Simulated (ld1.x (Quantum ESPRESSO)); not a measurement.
## An all-electron radial function and its pseudo partner (silicon (Si))

Columns: radius, all-electron u(r) and pseudo u(r) of the 3s shell (level -14.70 eV) of silicon in the configuration [Ne] 3s2 3p1.5; revPBE, scalar-relativistic, TM scheme, ld1.x (Quantum ESPRESSO) 7.5.

| r (bohr) | all-electron | pseudo |
| --- | --- | --- |
| 0.082 | 0.1585 | 0.0308 |
| 0.165 | -0.0438 | 0.0616 |
| 0.248 | -0.2332 | 0.0919 |
| 0.330 | -0.3292 | 0.1211 |
| 0.413 | -0.3389 | 0.1499 |
| 0.495 | -0.2864 | 0.1778 |
| 0.578 | -0.1944 | 0.2065 |
| 0.660 | -0.0836 | 0.2363 |
| 0.742 | 0.0340 | 0.2693 |
| 0.825 | 0.1511 | 0.3078 |
| 0.908 | 0.2608 | 0.3531 |
| 0.990 | 0.3589 | 0.4051 |
| 1.072 | 0.4452 | 0.4631 |
| 1.155 | 0.5202 | 0.5247 |
| 1.238 | 0.5832 | 0.5837 |
| 1.320 | 0.6344 | 0.6344 |
| 1.402 | 0.6753 | 0.6753 |
| 1.485 | 0.7069 | 0.7069 |
| 1.568 | 0.7293 | 0.7293 |
| 1.650 | 0.7432 | 0.7432 |
| 1.733 | 0.7500 | 0.7500 |
| 1.815 | 0.7504 | 0.7504 |
| 1.898 | 0.7451 | 0.7451 |
| 1.980 | 0.7353 | 0.7353 |
| 2.062 | 0.7216 | 0.7216 |
| 2.145 | 0.7044 | 0.7044 |

**Question.** How many radial nodes do the two functions have?

**Answer.** The all-electron 3s function has n − l − 1 = 2; the pseudo-wave has 0, since the states of the same l below it are removed with the core.

**Question.** At about which radius was the pseudo-wave matched?

**Answer.** 1.35 bohr. The columns agree to 0.0005 from 1.24 bohr on; several derivatives are matched, so the curves merge somewhat inside the radius.

**Question.** Where does each function peak?

**Answer.** Outermost all-electron maximum near 1.81 bohr, pseudo maximum near 1.81 bohr (to the table’s step).

**Question.** Is the pseudo-wave norm-conserving?

**Answer.** Yes: the TM scheme keeps the norm inside the radius equal to the all-electron one, which fixes the energy derivative of the logarithmic derivative at the level.
